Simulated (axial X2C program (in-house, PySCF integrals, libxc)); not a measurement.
## KTi: cheaper levels and CCSD(T), 2c

Computed with an in-house all-electron X2C program for linear molecules (integrals from PySCF). Two-component (2c) means X2C with spin–orbit coupling and atomic mean-field two-electron Coulomb and Gaunt terms. Basis: Ti dyall-cv3z [10s10p6d4f2g], K dyall-cv3z [11s12p6d3f] (cores contracted in-house); Gaussian nuclei, density fitting, unrestricted open shells. Masses: Ti 47.948 u, K 38.964 u.

State: Ω = 1/2 (⟨Sz⟩ = -1.50, ⟨Lz⟩ = 2.00 at HF); fragments Ti + K.

| level | Re (Å) | ωe (cm⁻¹) |
| --- | --- | --- |
| PBE0 | 3.365 | 110.1 |
| CCSD | 3.311 | 118.5 |
| r2SCAN0 | 3.486 | 94.0 |

Correlated methods: 13 electrons correlated (number of frozen shells: Ti 3 s, 2 p; K 2 s, 1 p), 321 virtual spin orbitals or spinors in MP2, 90 natural virtuals in coupled cluster.

CCSD(T), same Hamiltonian and basis:

Re = 3.248 Å, ωe = 126.9 cm⁻¹; T1 = 0.055 (Lee–Taylor normalisation).

(1) Give the differences from CCSD(T) in the columns below.

Occupations by symmetry block were frozen at the best pattern of an incomplete PBE0 search. De is not given where an atomic determinant may have missed its ground term or J level, or where the truncated virtual space spoils (T). Density functionals use the spin component along the axis (collinear). CCSD and (T) use frozen natural virtuals with an MP2 correction for the truncation; (T) itself is uncorrected, so its De runs slightly low. The 2c atoms are single determinants rather than J levels; their spin–orbit lowering is only partly caught, and De is too large by that part. This holds for CCSD(T). Other states lie close and PBE0, whose exact exchange favours high spin, may order them wrongly; the determinant shown need not be the ground state. The nearest other 2c determinant of the search, Ω = 7/2, lies 0.02 eV up at the distance of the search. Without a current term, density functionals place determinants with orbital angular momentum somewhat too high. The atomic limit has a lower orbital projection than the molecule and lies lower at mean-field level, so De may be about a tenth of an eV too small. With several unpaired electrons one determinant need not be a pure state. The outer-core s and p shells of the metal are frozen in the correlated rows, which leaves out core–valence correlation; for alkali and alkaline-earth bonds that tends to lengthen them. The determinant is spin-polarised beyond a pure state at some levels (its spin-free form has ⟨S²⟩ too high), which makes Re and μ there less reliable. The T1 diagnostic is large, a sign of multireference character. The levels of this run spread widely (ωe from 94 to 127 cm⁻¹), so these constants depend on the method.

Answers

(1) 

```
  level  ΔRe (Å)  Δωe (cm⁻¹)
   PBE0    0.117       -16.8
   CCSD    0.063        -8.4
r2SCAN0    0.238       -32.9
```
